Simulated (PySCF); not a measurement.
C4H11In (SMILES C[C](C)(C)[InH2]), singlet, geometry from GFN2-xTB (such geometries of metal compounds can be far from the true shape) (all electrons, no relativity), with bond 2-1 at 2.4 times its length; CASSCF(4,5)+NEVPT2/STO-3G in PySCF.

Input for PySCF:
```python
from pyscf import gto, scf, mcscf, mrpt
import numpy

mol = gto.Mole()
mol.atom = '''
    In   -0.667624   -0.557899   -0.567260
    H    -1.136684   -4.775007   -0.202813
    H    -1.710450    0.147719   -1.817810
    C     0.799399    0.667644    0.681637
    C     0.072289    1.272983    1.876360
    C     1.894524   -0.276167    1.151105
    C     1.345150    1.772084   -0.210078
    H     0.758510    1.878217    2.474863
    H    -0.338525    0.487890    2.515223
    H    -0.746059    1.914853    1.541674
    H     1.459330   -1.125135    1.685943
    H     2.461401   -0.661965    0.300674
    H     2.586542    0.233299    1.825821
    H     1.935508    1.352206   -1.027689
    H     0.522932    2.350266   -0.641497
    H     1.979257    2.455481    0.359800
'''
mol.basis = 'sto-3g'
mol.charge = 0
mol.spin = 0
mol.verbose = 4
mol.build()

mf = scf.RHF(mol)
mf.kernel()
mc = mcscf.CASSCF(mf, 5, 4)
mc.fix_spin_(ss=0.0)
mc.kernel()
occ = numpy.linalg.eigvalsh(mc.fcisolver.make_rdm1(mc.ci, mc.ncas, mc.nelecas))[::-1]
ss = mc.fcisolver.spin_square(mc.ci, mc.ncas, mc.nelecas)[0]
print('natural occupations', occ.round(4), ' <S^2>', round(ss, 4))
e2 = mrpt.NEVPT(mc).kernel()
print('E(NEVPT2) = %.10f' % (mc.e_tot + e2))
```

Problem. What does PySCF print? Leave out banner, timings and long lists.

Solution. 
```
PySCF version 2.14.0

[INPUT] verbose = 4
[INPUT] num. atoms = 16
[INPUT] num. electrons = 84
[INPUT] charge = 0
[INPUT] spin (= nelec alpha-beta = 2S) = 0
[INPUT] symmetry False subgroup None
[INPUT] Mole.unit = angstrom
[INPUT] Symbol           X                Y                Z      unit          X                Y                Z       unit  Magmom
[...]
nuclear repulsion = 439.107578138605
number of shells = 34
number of NR pGTOs = 174
number of NR cGTOs = 58
basis = sto-3g
ecp = {}

******** <class 'pyscf.scf.hf.RHF'> ********
method = RHF
initial guess = minao
damping factor = 0
level_shift factor = 0
DIIS = <class 'pyscf.scf.diis.CDIIS'>
diis_start_cycle = 1
diis_space = 8
diis_damp = 0
SCF conv_tol = 1e-09
SCF conv_tol_grad = None
SCF max_cycles = 50
direct_scf = True
direct_scf_tol = 1e-13
Set gradient conv threshold to 3.16228e-05
Initial guess from minao.
init E= -5823.60503906732
[...]
cycle= 1 E= -5838.09812248757  delta_E= -14.5  |g|= 0.497  |ddm|= 4.64
[...]
cycle= 2 E= -5838.41134290565  delta_E= -0.313  |g|= 0.224  |ddm|= 3.38
[...]
cycle= 3 E= -5838.46085668556  delta_E= -0.0495  |g|= 0.288  |ddm|=  2.6
[...]
cycle= 4 E= -5838.54802089739  delta_E= -0.0872  |g|= 0.0725  |ddm|= 0.838
[...]
cycle= 5 E= -5838.54902366653  delta_E= -0.001  |g|= 0.0572  |ddm|= 0.0902
[...]
cycle= 6 E= -5838.55209152015  delta_E= -0.00307  |g|= 0.0169  |ddm|= 0.146
[...]
cycle= 7 E= -5838.55236388723  delta_E= -0.000272  |g|= 0.00303  |ddm|= 0.0491
[...]
cycle= 8 E= -5838.55237244156  delta_E= -8.55e-06  |g|= 0.000449  |ddm|= 0.00873
[...]
cycle= 9 E= -5838.5523726379  delta_E= -1.96e-07  |g|= 5.91e-05  |ddm|= 0.00135
[...]
cycle= 10 E= -5838.55237264069  delta_E= -2.79e-09  |g|= 2.71e-05  |ddm|= 0.000121
[...]
cycle= 11 E= -5838.55237264156  delta_E= -8.74e-10  |g|= 1.94e-06  |ddm|= 9.95e-05
[...]
Extra cycle  E= -5838.55237264152  delta_E= 3.73e-11  |g|= 1.12e-06  |ddm|= 7.14e-06
converged SCF energy = -5838.55237264152

******** <class 'pyscf.mcscf.mc1step.CASSCF'> ********
CAS (2e+2e, 5o), ncore = 40, nvir = 13
max_cycle_macro = 50
max_cycle_micro = 4
conv_tol = 1e-07
conv_tol_grad = None
orbital rotation max_stepsize = 0.02
orbital rotation threshold for CI restart = 0.01
augmented hessian ah_max_cycle = 30
augmented hessian ah_conv_tol = 1e-12
augmented hessian ah_linear dependence = 1e-14
augmented hessian ah_level shift = 1e-08
augmented hessian ah_start_tol = 2.5
augmented hessian ah_start_cycle = 3
augmented hessian ah_grad_trust_region = 3
[...]
CASCI E = -5838.74197624354  S^2 = 0.0000000
CASSCF energy = -5838.75448044175
CASCI E = -5838.75448044175  E(CI) = -2.62818931370839  S^2 = 0.0000000
[...]
3 C 1s          -0.00231   0.00055  -0.00059   0.00412   0.00004
3 C 2s          -0.28125  -0.06710   0.06983  -0.28776  -0.00224
3 C 2px          0.44922   0.10289  -0.10692   0.35045   0.01486
3 C 2py          0.36029   0.09276  -0.09625   0.28050  -0.00195
3 C 2pz          0.36433   0.08093  -0.08415   0.28331  -0.01451
4 C 1s          -0.00109  -0.00012   0.00013   0.00012  -0.00095
4 C 2s           0.03646   0.00582  -0.00592  -0.00962   0.05636
4 C 2px          0.02769   0.00746  -0.00767  -0.01762   0.01969
4 C 2py         -0.00933   0.00048  -0.00039  -0.03043  -0.03387
4 C 2pz         -0.02274  -0.01914   0.02000  -0.02961  -0.05002
5 C 1s          -0.00121   0.00024  -0.00025   0.00002   0.00043
5 C 2s           0.04217  -0.01450   0.01502  -0.00417  -0.02498
5 C 2px         -0.02572   0.00583  -0.00576  -0.03953   0.00528
5 C 2py          0.02947   0.01203  -0.01228  -0.01167  -0.01934
5 C 2pz         -0.00536  -0.00144   0.00153  -0.02678   0.02677
6 C 1s          -0.00110  -0.00037   0.00038   0.00031   0.00057
6 C 2s           0.03655   0.01976  -0.02034  -0.01960  -0.03267
6 C 2px         -0.00577  -0.01987   0.02069  -0.02132   0.00368
6 C 2py         -0.02099  -0.01859   0.01941  -0.02788   0.03942
6 C 2pz          0.03124   0.01419  -0.01469  -0.01543  -0.01056
7 H 1s          -0.08166  -0.02432   0.02519  -0.00195  -0.04207
8 H 1s           0.03096   0.01073  -0.01108  -0.00170   0.00694
9 H 1s           0.03269   0.00969  -0.00998  -0.00050   0.01207
10 H 1s          0.03977   0.00906  -0.00930   0.00073  -0.00748
11 H 1s          0.02799   0.00491  -0.00503  -0.00131  -0.00394
12 H 1s         -0.08662  -0.00638   0.00660  -0.00763   0.02276
13 H 1s          0.02547   0.01030  -0.01062  -0.00416  -0.00665
14 H 1s          0.03803   0.01561  -0.01607  -0.00178  -0.00849
15 H 1s         -0.08083  -0.03683   0.03816   0.00597   0.02513
<CAS-nat-orb|mo-hf>  41     41       0.87376193
<CAS-nat-orb|mo-hf>  42     42       0.98994328
<CAS-nat-orb|mo-hf>  43     43       0.99119503
<CAS-nat-orb|mo-hf>  44     45       0.90169505
<CAS-nat-orb|mo-hf>  45     44       0.99917718
Sr    (-1)',   E = -0.00043110738116
Si    (+1)',   E = -0.00164954811136
Sijrs (0)  ,   E = -0.19043698419701
Sijr  (+1) ,   E = -0.00563962976599
Srsi  (-1) ,   E = -0.00604360076593
Srs   (-2) ,   E = -0.00077781158644
Sij   (+2) ,   E = -0.00137669764411
Sir   (0)' ,   E = -0.01649977705441
Nevpt2 Energy = -0.222855156506416
E(NEVPT2) = -5838.9773355983
```
